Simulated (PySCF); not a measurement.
# Shieldings and the share of exact exchange

Molecule: `O=COC[SiH3]`, C2H6O2Si.

Numbering as in the mapped SMILES `[O:1]=[CH:2][O:3][CH2:4][SiH3:5]`; H(Xn) means a hydrogen on atom n.

GIAO shieldings (ppm, equivalent atoms averaged) in PySCF 2.14 on the PBE0-D3(BJ)/def2-SVP geometry, basis pcSseg-2, gas phase, non-relativistic:

| functional | exact exchange (%) | σ(O3) | σ(Si5) |
| --- | --- | --- | --- |
| BLYP | 0 | 109.5 | 388.6 |
| BP86 | 0 | 115.1 | 398.7 |
| PBE | 0 | 114.2 | 400.5 |
| B3LYP | 20 | 124.5 | 399.8 |
| mPW1PW91 | 25 | 131.6 | 412.1 |
| BHandHLYP | 50 | 145.5 | 416.3 |
| HF | 100 | 177.7 | 447.4 |

(1) Fit each shielding as a line in the percentage of exact exchange.

(2) What does the line predict for PBE0 (25 %), and what does the run give?

Results:

(1) σ(O3) = 113.1 + 0.65 x (rms 1.9 ppm); σ(Si5) = 395.0 + 0.51 x (rms 4.7 ppm). The functionals also differ in their semilocal parts, which the line can't hold; Hartree–Fock has no correlation at all.

(2) σ(O3): 129.3 predicted, 132.2 computed; σ(Si5): 407.8 predicted, 413.8 computed ppm.
